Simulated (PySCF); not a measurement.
Harmonic spectrum computed at PBE0 in the def2-SVPD basis family (core potentials from Rb on, PySCF, no spin–orbit coupling):

```csv
symmetry,ω (cm⁻¹),IR (km/mol)
a1,75,0.9
a1,225,0.3
b2,241,38.3
```

Which molecule gave it? In each, all ligands are bound to the one heavy central atom.
A. GeSe₂⁻ (doublet)
B. BrSe₂⁻ (singlet)
C. ISe₂⁻ (singlet)
D. ScSe₂⁻ (singlet)

C. It has C2v symmetry with I–Se 2.520 Å (×2).
